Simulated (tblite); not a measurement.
A geometry optimisation, step by step.

Species: C6H6ClOP.
Atom-mapped SMILES: `[Cl:1][c:2]1[p:3][cH:4][o:5][c:6]1[CH:7]1[CH2:8][CH2:9]1` (hydrogens: H10 on C4; H11 on C7; H12, H13 on C8; H14, H15 on C9)

Computed with GFN2-xTB (tblite), gas phase: L-BFGS steps from a force-field or distance-geometry start until the largest atomic force falls under 0.01 eV/Å. 7 of its 96 geometries are shown.

Step 0: E = -734.1728 eV, largest atomic force 4.560 eV/Å
```
atom  x, y, z in Å  |  force x, y, z in eV/Å
Cl1     0.846    2.355    1.686   -0.340  -0.020  -0.089
C2      1.397    1.103    0.672    1.264  -1.164  -0.690
P3      3.228    0.706    0.663   -3.294  -1.970  -2.463
C4      2.688   -0.545   -0.561    0.033   1.492   1.518
O5      1.363   -0.640   -0.855    0.712   1.279   1.173
C6      0.634    0.290   -0.164   -0.424   0.790   0.459
C7     -0.907    0.425   -0.327    1.688  -0.895   0.164
C8     -1.796   -0.163    0.740   -0.144  -0.118  -0.219
C9     -1.713   -0.817   -0.615   -0.232   0.605   0.187
H10     3.325   -1.258   -1.060   -0.161   0.072   0.021
H11    -1.234    1.342   -0.798    0.201   0.046   0.076
H12    -2.712    0.368    0.990    0.290  -0.067  -0.035
H13    -1.353   -0.684    1.583    0.012   0.193  -0.200
H14    -2.562   -0.716   -1.285    0.203  -0.041   0.140
H15    -1.208   -1.757   -0.691    0.192  -0.203  -0.042
```

Step 16: E = -734.7424 eV, largest atomic force 0.052 eV/Å
```
atom  x, y, z in Å  |  force x, y, z in eV/Å
Cl1     0.748    2.345    1.659    0.015  -0.016  -0.017
C2      1.397    1.092    0.680   -0.021   0.019  -0.008
P3      3.116    0.660    0.573    0.015  -0.016  -0.012
C4      2.623   -0.539   -0.540   -0.016  -0.043  -0.014
O5      1.314   -0.611   -0.803    0.000   0.011  -0.007
C6      0.617    0.306   -0.124   -0.004   0.005   0.006
C7     -0.843    0.403   -0.312   -0.030   0.022  -0.002
C8     -1.764   -0.170    0.732   -0.017  -0.027  -0.001
C9     -1.666   -0.813   -0.615    0.003  -0.006   0.011
H10     3.227   -1.254   -1.072    0.014   0.011   0.033
H11    -1.151    1.338   -0.763   -0.001   0.052  -0.007
H12    -2.650    0.392    0.982   -0.018  -0.006   0.000
H13    -1.317   -0.675    1.573    0.013  -0.012   0.011
H14    -2.491   -0.703   -1.301    0.008   0.004   0.002
H15    -1.163   -1.764   -0.691    0.040   0.004   0.003
```

Step 32: E = -734.7468 eV, largest atomic force 0.030 eV/Å
```
atom  x, y, z in Å  |  force x, y, z in eV/Å
Cl1     0.772    2.372    1.642    0.007   0.026   0.003
C2      1.401    1.109    0.666   -0.019   0.022   0.007
P3      3.111    0.642    0.569    0.010  -0.011  -0.005
C4      2.597   -0.559   -0.532   -0.008  -0.023  -0.012
O5      1.287   -0.604   -0.801    0.009  -0.025   0.011
C6      0.606    0.332   -0.131    0.020  -0.009   0.002
C7     -0.856    0.428   -0.305    0.007   0.008   0.001
C8     -1.759   -0.186    0.731   -0.003  -0.004   0.005
C9     -1.643   -0.807   -0.624    0.004   0.010   0.008
H10     3.189   -1.298   -1.044   -0.009   0.026   0.010
H11    -1.176    1.372   -0.730   -0.016   0.001  -0.023
H12    -2.663    0.347    0.980   -0.015  -0.004   0.014
H13    -1.301   -0.682    1.572    0.013  -0.027  -0.005
H14    -2.476   -0.725   -1.304    0.017   0.011  -0.007
H15    -1.093   -1.732   -0.713   -0.017  -0.002  -0.007
```

Step 48: E = -734.7512 eV, largest atomic force 0.102 eV/Å
```
atom  x, y, z in Å  |  force x, y, z in eV/Å
Cl1     0.835    2.486    1.557   -0.030  -0.026  -0.009
C2      1.411    1.152    0.644    0.030  -0.002  -0.050
P3      3.115    0.653    0.546   -0.013  -0.001  -0.009
C4      2.571   -0.585   -0.497    0.005   0.016   0.026
O5      1.259   -0.622   -0.747   -0.023  -0.025   0.040
C6      0.597    0.350   -0.109   -0.011   0.023  -0.016
C7     -0.866    0.443   -0.281   -0.001   0.034   0.063
C8     -1.759   -0.235    0.731    0.051   0.008  -0.008
C9     -1.637   -0.788   -0.653    0.004  -0.001  -0.003
H10     3.144   -1.352   -0.987    0.032  -0.010  -0.006
H11    -1.191    1.403   -0.664   -0.042  -0.027   0.001
H12    -2.673    0.262    1.025    0.087  -0.026  -0.046
H13    -1.267   -0.766    1.532   -0.074  -0.005   0.002
H14    -2.464   -0.690   -1.337   -0.037   0.050   0.020
H15    -1.079   -1.703   -0.782    0.021  -0.007  -0.006
```

Step 63: E = -734.8071 eV, largest atomic force 0.155 eV/Å
```
atom  x, y, z in Å  |  force x, y, z in eV/Å
Cl1     0.967    2.913    0.879    0.018  -0.041  -0.050
C2      1.466    1.354    0.356   -0.002  -0.017   0.043
P3      3.154    0.812    0.262    0.053  -0.021   0.004
C4      2.528   -0.691   -0.252   -0.013  -0.001  -0.076
O5      1.195   -0.778   -0.353   -0.010   0.079   0.065
C6      0.590    0.367   -0.009   -0.026  -0.071   0.034
C7     -0.876    0.449   -0.053   -0.025  -0.026  -0.116
C8     -1.730   -0.535    0.709   -0.047  -0.006  -0.134
C9     -1.661   -0.612   -0.783    0.076   0.104   0.026
H10     3.064   -1.582   -0.536   -0.048   0.069   0.054
H11    -1.233    1.470   -0.096    0.015  -0.019   0.006
H12    -2.624   -0.145    1.171   -0.013  -0.033  -0.031
H13    -1.246   -1.305    1.284    0.110  -0.048   0.032
H14    -2.511   -0.294   -1.368    0.021  -0.029   0.049
H15    -1.089   -1.415   -1.232   -0.107   0.060   0.094
```

Step 79: E = -734.8269 eV, largest atomic force 0.025 eV/Å
```
atom  x, y, z in Å  |  force x, y, z in eV/Å
Cl1     1.020    3.035    0.468   -0.004  -0.007  -0.010
C2      1.478    1.400    0.210   -0.008  -0.008   0.012
P3      3.158    0.834    0.097    0.008  -0.008   0.019
C4      2.497   -0.725   -0.121    0.000  -0.001  -0.023
O5      1.161   -0.814   -0.114    0.004  -0.002   0.000
C6      0.579    0.377    0.071    0.006   0.008  -0.019
C7     -0.886    0.453    0.069   -0.012   0.000  -0.005
C8     -1.701   -0.671    0.657    0.002   0.005   0.004
C9     -1.665   -0.482   -0.821   -0.007  -0.004   0.012
H10     3.013   -1.657   -0.277   -0.010   0.012   0.020
H11    -1.255    1.462    0.196    0.007  -0.006  -0.011
H12    -2.600   -0.407    1.191    0.013  -0.007   0.013
H13    -1.166   -1.510    1.075    0.003   0.002   0.003
H14    -2.538   -0.093   -1.321    0.000   0.003   0.004
H15    -1.099   -1.193   -1.404    0.000   0.012  -0.021
```

Step 95: E = -734.8285 eV, largest atomic force 0.009 eV/Å
```
atom  x, y, z in Å  |  force x, y, z in eV/Å
Cl1     1.016    3.039    0.426    0.000   0.002   0.007
C2      1.478    1.400    0.201    0.000  -0.004  -0.001
P3      3.158    0.830    0.123    0.003   0.000  -0.009
C4      2.498   -0.728   -0.101    0.001   0.001   0.003
O5      1.162   -0.815   -0.114   -0.001  -0.002  -0.002
C6      0.579    0.378    0.056   -0.005  -0.001  -0.002
C7     -0.886    0.453    0.064   -0.003   0.000  -0.001
C8     -1.686   -0.682    0.652    0.000   0.001  -0.001
C9     -1.681   -0.471   -0.824    0.000   0.007   0.000
H10     3.014   -1.661   -0.237   -0.001   0.000   0.007
H11    -1.253    1.460    0.207   -0.001  -0.003  -0.001
H12    -2.574   -0.432    1.211    0.004   0.000  -0.001
H13    -1.137   -1.524    1.045    0.005  -0.001   0.004
H14    -2.565   -0.072   -1.296   -0.002  -0.002  -0.004
H15    -1.128   -1.167   -1.435   -0.001   0.001   0.000
```

Question: Summarise the path.

Answer: The energy falls by 63.26 kJ/mol from step 0 to step 95; nine tenths of that is first reached at step 53. It rises by more than 0.2 meV at steps 54 and 67. The largest force goes from 4.560 to 0.009 eV/Å. Among the bonds P3–C4 changes most, from 1.831 to 1.707 Å; the atoms move by 0.788 Å rms after alignment.

Run on one thread of an Arm Neoverse V2, no GPU, on a shared host.
